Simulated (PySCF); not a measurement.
Compound: C₂H₃N₃Si.
Bonds: N1–C2 (triple), C2–Si3, Si3–N4, Si3–C5, C5–N6 (triple). Hydrogens: H7 on Si3; H8, H9 on N4.

Theory: PySCF, PBE0-D3(BJ)/def2-SVP geometry optimisation, gas phase.

Q: What internal coordinates does the optimisation give?

A: 
```tsv
bond	length (Å)
N1≡C2, C5≡N6	1.159
C2–Si3	1.854
Si3–N4	1.701
Si3–C5	1.863
Si3–H7	1.480
N4–H8, N4–H9	1.014
```

Bonds in one row agree within 0.01 Å and their mean is given. A selection of angles:
```tsv
angle	degrees
N1–C2–Si3	178.3
C2–Si3–N4	108.5
C2–Si3–C5	103.9
C2–Si3–H7	111.0
N4–Si3–C5	114.9
N4–Si3–H7	110.7
C5–Si3–H7	107.6
Si3–N4–H8	120.8
H8–N4–H9	112.2
```

Si3 (SiH silicon) is distorted tetrahedral (angles from 103.9° to 114.9°). N4 (silicon-bound nitrogen) has angles 121.8°, 120.8° and 112.2°, sum 354.8°, 0.16 Å off the plane of its three neighbours.

Whether it is a minimum is left open (no frequencies). One conformer, not necessarily the lowest (C2–Si3–N4–H 156° and -52°).
